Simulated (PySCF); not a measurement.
AlClH₃N.

```xyz
6

Al    -0.5734    -0.4954     0.0000
H     -2.1272    -0.7219     0.0000
Cl     0.2242     1.4456     0.0000
N      0.5595    -1.8371     0.0000
H      1.5623    -1.7453     0.0000
H      0.2909    -2.8077     0.0000
```

Geometry optimised at PBE0-D3(BJ)/def2-TZVP. One conformer was computed; it need not be the lowest.

Method: B3LYP/pcSseg-2 in PySCF. Non-relativistic, no solvent.

Computed absolute GIAO shielding of each atom: isotropic value and principal components (ppm):
| atom | σ(iso) | σ11 | σ22 | σ33 | span |
|---|---|---|---|---|---|
| Al1 | 377.6 | 349.3 | 370.0 | 413.3 | 64.0 |
| H2 | 26.9 | 23.0 | 25.0 | 32.8 | 9.8 |
| Cl3 | 943.5 | 822.9 | 931.0 | 1076.5 | 253.5 |
| N4 | 215.8 | 167.8 | 220.2 | 259.4 | 91.6 |
| H5 | 30.2 | 24.4 | 26.6 | 39.7 | 15.4 |
| H6 | 30.2 | 25.0 | 25.5 | 40.2 | 15.2 |
